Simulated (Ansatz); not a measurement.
Ideal-gas functions of `[OH][Y]([OH])[F]` at 400 K and 1 bar, from an Ansatz frequency run at PBE0-D4/def2-TZVP.

Molar mass 141.92 g/mol, point group C2v (symmetry number 2), electronic degeneracy 1, moments of inertia 112.351, 112.983, 225.334 u Å². Harmonic wavenumbers (cm⁻¹, unscaled): 50, 139, 140, 237, 302, 436, 444, 564, 626, 628, 4001, 4002.

Use S(trans) = R[1.5 ln M + 2.5 ln T − 1.1517]; rotational temperatures θ = 24.2544 K / I; S(rot) = R[ln(√π/σ · √(T³/θAθBθC)) + 1.5]; for each mode x = 1.438777 ν̃/T, S = R[x/(eˣ − 1) − ln(1 − e⁻ˣ)] and H = RT x/(eˣ − 1); 1 cm⁻¹ = 0.0119627 kJ/mol; R = 8.31446 J/(mol·K).

Question: By hand: the entropy, in J/(mol·K).

Answer: Translation 176.8. Rotation: θ = 0.2159, 0.2147, 0.1076 K, giving 108.2. Vibration, mode by mode: 22.59, 14.16, 14.11, 9.89, 8.02, 5.38, 5.25, 3.73, 3.13, 3.11, 0.00, 0.00, in all 89.4. Electronic 0.0. Sum 374.4 J/(mol·K).

Question: By hand: H − E and G − E in kJ/mol, counted from the electronic energy.

Answer: Zero-point energy ½ × 11569 × 0.0119627 = 69.2; thermal vibration 17.6; translation, rotation and pV give 4 RT = 13.3. H − E = 100.1 kJ/mol, and G − E = 100.1 − 400 × 374.4/1000 = -49.7 kJ/mol.

Vibration gives 24 % of the entropy, 50.9 J/(mol·K) of it from the modes under 150 cm⁻¹: soft modes count most, and the harmonic formula is weakest for them. The sum counts one conformer and one mirror image; others add a mixing term.
